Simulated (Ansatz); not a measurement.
Ideal-gas functions of `[F][Ta]([F])([F])=[S]` at 800 K and 1 bar, from an Ansatz frequency run at PBE0-D4/def2-TZVP.

Molar mass 270.01 g/mol, point group C3v (symmetry number 3), electronic degeneracy 1, moments of inertia 176.759, 251.476, 251.536 u Å². Harmonic wavenumbers (cm⁻¹, unscaled): 168, 168, 195, 195, 200, 565, 696, 696, 701.

Use S(trans) = R[1.5 ln M + 2.5 ln T − 1.1517]; rotational temperatures θ = 24.2544 K / I; S(rot) = R[ln(√π/σ · √(T³/θAθBθC)) + 1.5]; for each mode x = 1.438777 ν̃/T, S = R[x/(eˣ − 1) − ln(1 − e⁻ˣ)] and H = RT x/(eˣ − 1); 1 cm⁻¹ = 0.0119627 kJ/mol; R = 8.31446 J/(mol·K).

**Question.** By hand: the entropy, in J/(mol·K).

**Answer.** Translation 199.2. Rotation: θ = 0.1372, 0.0964, 0.0964 K, giving 119.2. Vibration, mode by mode: 18.30, 18.30, 17.07, 17.07, 16.86, 8.53, 6.97, 6.97, 6.92, in all 117.0. Electronic 0.0. Sum 435.4 J/(mol·K).

**Question.** By hand: H − E and G − E in kJ/mol, counted from the electronic energy.

**Answer.** Zero-point energy ½ × 3584 × 0.0119627 = 21.4; thermal vibration 41.9; translation, rotation and pV give 4 RT = 26.6. H − E = 89.9 kJ/mol, and G − E = 89.9 − 800 × 435.4/1000 = -258.4 kJ/mol.

Vibration gives 27 % of the entropy.
